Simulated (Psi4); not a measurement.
Dimer: HCl (SMILES Cl) (first 2 atoms) with Cl2 (SMILES ClCl); geometry from B3LYP-D3(BJ)/def2-TZVP, rigid monomers moved along the line of their centres of mass till Cl1···Cl4 is 5.76 Å.
(charge 0, multiplicity 1):
```tsv
atom	x (Å)	y (Å)	z (Å)
Cl	0.4244	-0.5667	-0.3320
H	0.0109	0.6297	-0.5413
Cl	-0.4616	1.0678	7.2220
Cl	-0.1955	0.5380	5.2886
```

Calculation: SAPT0/jun-cc-pV(D+d)Z (Psi4).

Question: Give the four SAPT terms and the total, and say what mostly holds the pair together.

Answer: electrostatics -2.8, exchange 0.0, induction -0.1, dispersion -1.4, total -4.3 meV; the largest attraction is electrostatics.
